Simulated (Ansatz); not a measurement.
Reaction (formal exchange of groups at the Se–B bond): `C=NB[SeH]` + `[OH][GaH2]` → `[OH][GaH][SeH]` + `BN=C`

Gas-phase electronic energies from Ansatz, PBE0-D4/def2-TZVP geometries. CCSD(T)/CBS is the MP2 limit (def2-TZVPP, def2-QZVPP) plus CCSD(T) − MP2 in def2-TZVPP, frozen cores. Functionals use def2-TZVPP. For Ga, Se outer-core shells are correlated without core-valence functions, which leaves a few kJ/mol of doubt a bond. Scalar relativity is left out up to krypton. Each species was taken in one conformer, which may not be the lowest.

```json
{"level": "PBE-QIDH", "ΔE (kJ/mol)": "-52.1"}
{"level": "BHLYP", "ΔE (kJ/mol)": "-56.8"}
{"level": "CCSD(T)/def2-SVP", "ΔE (kJ/mol)": "-50.6"}
{"level": "HF/def2-QZVPP", "ΔE (kJ/mol)": "-58.4"}
```

**Question.** What does CCSD(T)/CBS give? (An estimate is asked.)

**Answer.** The calculation gave: -53.8 kJ/mol. The listed levels differ from it by 1.7, -3.0, 3.2, -4.6 kJ/mol.

**Question.** What do rigid-rotor, harmonic-oscillator terms from PBE0-D4/def2-TZVP frequencies (298.15 K, 1 bar) make of the CCSD(T)/CBS value? (Estimate.)

**Answer.** The calculation gave: ΔZPE = +3.7 kJ/mol, ΔH = -49.5 kJ/mol, ΔS = -7 J/(mol·K), ΔG = -47.6 kJ/mol.

Largest T1 diagnostic among the species: 0.016.

Leaving LDA and LC-ωPBE aside and taking each functional with its dispersion term where it has one, the values, not all of them listed here, spread over 14.3 kJ/mol, from BHLYP-D4 to B97M-V. LDA lies +3.8 kJ/mol from PBE without D4. In def2-TZVPP, CCSD(T) changes the Hartree–Fock value by +6.8 kJ/mol (the triples alone add +0.7 kJ/mol) and MP2 by +8.9 kJ/mol.
